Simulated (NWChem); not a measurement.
System: ZnNH$_{2}$I; SMILES [Zn]([NH2])[I]

```xyz
5

Zn     0.0020     1.2116    -0.0200
I     -0.0004    -1.2179     0.0073
N     -0.0044     3.0268     0.1049
H     -0.8235     3.5040    -0.2653
H      0.8152     3.5098    -0.2566
```
Atoms are numbered in this order, from 1.

The geometry was optimised at PBE0/def2-SVP. No frequency run checked for a minimum. def2 effective core potentials on I; no spin-orbit coupling.

Task: List the 4 lowest vertical singlet excitations from CAM-B3LYP/def2-SVPD with def2 effective core potentials on I, TDA (NWChem).

Result: 
```tsv
state	energy (eV)	oscillator strength	leading excitation (squared amplitude)
S1	4.98	0.029	HOMO → LUMO (0.92)
S2	5.40	0.033	HOMO−1 → LUMO (0.94)
S3	5.54	0.081	HOMO−2 → LUMO (0.90)
S4	5.69	0.003	HOMO → LUMO+1 (0.92)
```
